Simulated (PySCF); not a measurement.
SmH: from constants to spectrum

UHF-CCSD(T) constants of SmH, octet, about 6.0 electrons in the 4f shell (Mulliken), real f orbitals that mix terms (PySCF, spin-free X2C with a Gaussian nucleus, basis sets Sm x2c-SVPall, H x2c-SVPall; masses 151.9197 and 1.0078 u):

| Quantity | Value |
| --- | --- |
| ωe | 1287.7 cm⁻¹ |
| ωexe | 19.3 cm⁻¹ |
| Be | 3.7847 cm⁻¹ |
| αe | 0.0760 cm⁻¹ |
| De to Sm (4f6 6s2) + H | 1.69 eV |

What force constant and bond length do these constants imply?

Reduced mass μred = 1.0012 u; k = 5.8918×10⁻⁷·μred·ωe² (u, cm⁻¹, mdyn/Å) = 0.978 mdyn/Å; Re = √(16.8576/(μred·Be)) (u, cm⁻¹, Å) = 2.109 Å.

Estimate the centrifugal constant D from the Kratzer relation and find the Dunham coefficient a1.

D = 4Be³/ωe² = 0.000131 cm⁻¹; a1 = −1 − αeωe/(6Be²) = -2.14.

Correlated steps freeze 18 core orbitals. Correlated levels converge slowly with the basis: in double zeta they bind strong bonds too weakly, by up to about 1 eV, and carry superposition errors of some tenths. These are scalar-relativistic numbers at best; spin–orbit coupling would shift them, the dissociation energy most. With d or f electrons several states lie close, and the lowest PBE0 determinant need not be the measured ground state.
